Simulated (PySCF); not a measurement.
BrGaH3NO.

```xyz
7

Ga    -0.7248     0.1343     0.2096
Br     1.4523    -0.2821    -0.4195
O     -1.3692    -0.5711     1.7148
H     -0.7298    -1.1104     2.1975
N     -1.7740     1.2136    -0.7791
H     -2.7620     1.3357    -0.5870
H     -1.4999     1.5605    -1.6905
```

Coordinates come from a B3LYP-D3(BJ)/def2-SVP optimisation. The structure was generated by enumeration; whether it is a known compound was not checked. Other conformers were not sampled.

These are HF/pcSseg-1 run with PySCF values and carry that method's errors. Non-relativistic, no solvent.

Computed absolute GIAO shielding of each atom: isotropic value and principal components (ppm):
```json
[
 {"atom": "Ga1", "σ(iso)": "1585.4", "σ11": "1370.9", "σ22": "1607.3", "σ33": "1778.1", "span": "407.2"},
 {"atom": "Br2", "σ(iso)": "2914.5", "σ11": "2781.1", "σ22": "2917.6", "σ33": "3044.6", "span": "263.4"},
 {"atom": "O3", "σ(iso)": "312.1", "σ11": "283.7", "σ22": "319.2", "σ33": "333.4", "span": "49.7"},
 {"atom": "H4", "σ(iso)": "30.0", "σ11": "20.3", "σ22": "25.6", "σ33": "44.2", "span": "24.0"},
 {"atom": "N5", "σ(iso)": "256.9", "σ11": "235.3", "σ22": "248.7", "σ33": "286.7", "span": "51.5"},
 {"atom": "H6", "σ(iso)": "30.5", "σ11": "21.7", "σ22": "25.1", "σ33": "44.6", "span": "23.0"},
 {"atom": "H7", "σ(iso)": "30.6", "σ11": "21.8", "σ22": "26.9", "σ33": "43.0", "span": "21.2"}
]
```
